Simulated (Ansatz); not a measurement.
`BrC1CO[SiH2]1` at its PBE0-D4/def2-TZVP geometry, where that method's forces vanish. Charge 0, multiplicity 1.

```xyz
10

Br   -2.0029   -1.4281   -0.4464
C    -0.7981    0.0785   -0.3182
C    -0.1978    0.3218    1.0835
O     1.2160    0.2069    0.8125
Si    1.0049   -0.1926   -0.7922
H    -1.3246    0.9347   -0.7305
H    -0.5073   -0.4302    1.8120
H    -0.4206    1.3194    1.4718
H     1.3986   -1.5765   -1.1526
H     1.6317    0.7660   -1.7398
```

Question: What forces (eV/Å) does r2SCAN-D4/def2-TZVPP give on these atoms in Ansatz 0.2.0? (An estimate is asked.)

Answer: Computed: 
```
Br1 -0.189 -0.216 -0.022
C2   0.077  0.190 -0.135
C3  -0.293  0.040  0.191
O4   0.375  0.005  0.024
Si5  0.038 -0.031 -0.085
H6  -0.013 -0.001  0.011
H7   0.006 -0.001  0.003
H8   0.005  0.009  0.005
H9  -0.004  0.019  0.000
H10 -0.002 -0.014  0.008
```
